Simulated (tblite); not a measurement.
Run record: tight-binding relaxation, `[Br][Al]1[NH]CC[NH]1`.

Computed with GFN2-xTB geometry optimisation, gas phase (tblite 0.8.0). Start geometry: from a force field or distance geometry. A driver script takes a list of jobs; this job's settings line and coordinates (Å) are shown.

Command:
```bash
OMP_NUM_THREADS=1 python probes_run.py task.json out
```

Input:
```
{"job": {"kind": "relax", "xc": "GFN2-xTB", "basis": "xTB"}, "charge": 0, "multiplicity": 1}
Br     3.034100    -2.088600     0.860600
Al     1.051800    -0.762300     0.955100
N     -0.501900    -1.381000     0.153800
C     -1.062700    -0.095200    -0.338800
C      0.056200     0.908800    -0.695900
N      1.093800     0.989900     0.326100
H     -1.137500    -1.736800     0.901100
H     -1.686700    -0.290800    -1.219400
H     -1.712000     0.351800     0.449300
H     -0.395200     1.914300    -0.860000
H      0.520700     0.601400    -1.667900
H      0.740600     1.587600     1.110000
```

Output:
```
step      E/eV     max force
  0    -500.64175    2.463
  1    -500.84821    2.040
  2    -501.10971    1.294
  3    -501.18127    0.926
  4    -501.24859    0.736
  5    -501.28550    0.768
  6    -501.35996    0.419
  7    -501.37164    0.299
  8    -501.38284    0.260
  9    -501.39236    0.302
... (52 lines left out)
 62    -501.60368    0.122
 63    -501.60496    0.083
 64    -501.60550    0.044
 65    -501.60565    0.035
 66    -501.60575    0.032
 67    -501.60586    0.031
 68    -501.60595    0.022
 69    -501.60599    0.011
 70    -501.60601    0.012
 71    -501.60601    0.009
```

«max force» is the largest atomic force in eV/Å.

**Question.** From which step on does the largest force stay under 0.1 eV/Å, and how much energy is left to gain from there?

**Answer.** From step 63 (0.083 eV/Å), 1.1 meV above the end.

In short: energy lowered by 22.2 kcal/mol over 71 steps; largest atomic force 0.009 eV/Å at the end.

**Question.** Where do the atoms end?

**Answer.** 0.574 Å rms from the input after alignment:
```
atom  x, y, z in Å
Br1    2.7891   -1.9838    1.7747
Al2    1.1728   -0.8329    0.7463
N3    -0.4186   -1.3329    0.1559
C4    -1.1290   -0.1134   -0.2295
C5    -0.1204    1.0012   -0.5695
N6     1.0756    0.8664    0.2622
H7    -1.0147   -2.1461    0.1335
H8    -1.7665   -0.2929   -1.1020
H9    -1.7723    0.2312    0.5905
H10   -0.5989    1.9735   -0.4089
H11    0.1417    0.9281   -1.6329
H12    1.6423    1.7009    0.2538
```

Time: 0.45 s of wall time. Hardware: one thread, Intel Xeon Platinum 8488C (x86_64), shared host with 96 logical CPUs at a one-minute load of 60.
Labels such as C1 count atoms from 1, the log's own numbers from 0.
